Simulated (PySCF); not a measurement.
CH2Cl3FSi. Atoms are numbered in the order given.

```xyz
8

F      2.4294    -0.9746     0.0000
C      1.1396    -1.4695     0.0000
Si    -0.1060    -0.0533     0.0000
Cl     0.1351     1.1113     1.6749
Cl     0.1351     1.1113    -1.6749
Cl    -1.9865    -0.8970     0.0000
H      0.9809    -2.1002     0.8934
H      0.9809    -2.1002    -0.8934
```

Coordinates come from a B3LYP-D3(BJ)/def2-SVP optimisation. Other conformers were not sampled.

These are TDDFT-B3LYP/def2-SVPD (PySCF) values and carry that method's errors.

Vertical excitations. Gas-phase values at a fixed geometry. State labels are in the subgroup Cs.

```json
[
 {"state": "S1", "symmetry": "A\"", "energy (eV)": "7.17", "λ (nm)": "173", "f": "0.000", "main pairs": "HOMO−1→LUMO 98 %"},
 {"state": "S2", "symmetry": "A'", "energy (eV)": "7.20", "λ (nm)": "172", "f": "0.061", "main pairs": "HOMO→LUMO 96 %"},
 {"state": "S3", "symmetry": "A'", "energy (eV)": "7.42", "λ (nm)": "167", "f": "0.001", "main pairs": "HOMO→LUMO+1 75 %, HOMO−3→LUMO 21 %"},
 {"state": "S4", "symmetry": "A\"", "energy (eV)": "7.50", "λ (nm)": "165", "f": "0.018", "main pairs": "HOMO−2→LUMO 89 %"},
 {"state": "S5", "symmetry": "A'", "energy (eV)": "7.69", "λ (nm)": "161", "f": "0.065", "main pairs": "HOMO−3→LUMO 71 %, HOMO→LUMO+1 19 %"},
 {"state": "S6", "symmetry": "A\"", "energy (eV)": "7.78", "λ (nm)": "159", "f": "0.031", "main pairs": "HOMO−1→LUMO+1 88 %"},
 {"state": "S7", "symmetry": "A\"", "energy (eV)": "7.98", "λ (nm)": "155", "f": "0.002", "main pairs": "HOMO−2→LUMO+1 81 %"},
 {"state": "S8", "symmetry": "A'", "energy (eV)": "8.04", "λ (nm)": "154", "f": "0.024", "main pairs": "HOMO−5→LUMO 69 %, HOMO−3→LUMO+1 22 %"},
 {"state": "S9", "symmetry": "A\"", "energy (eV)": "8.10", "λ (nm)": "153", "f": "0.008", "main pairs": "HOMO−4→LUMO 83 %"},
 {"state": "S10", "symmetry": "A'", "energy (eV)": "8.18", "λ (nm)": "152", "f": "0.027", "main pairs": "HOMO−3→LUMO+1 71 %, HOMO−5→LUMO 23 %"},
 {"state": "T1", "symmetry": "A\"", "energy (eV)": "6.80", "λ (nm)": "182", "f": "0", "main pairs": "HOMO−1→LUMO 93 %"},
 {"state": "T2", "symmetry": "A'", "energy (eV)": "6.80", "λ (nm)": "182", "f": "0", "main pairs": "HOMO→LUMO 83 %"},
 {"state": "T3", "symmetry": "A'", "energy (eV)": "6.95", "λ (nm)": "178", "f": "0", "main pairs": "HOMO→LUMO+1 78 %"},
 {"state": "T4", "symmetry": "A\"", "energy (eV)": "7.03", "λ (nm)": "176", "f": "0", "main pairs": "HOMO−2→LUMO 89 %"}
]
```
Triplets are in the Tamm–Dancoff approximation, which puts them higher than full response would, so one can lie above its singlet here.
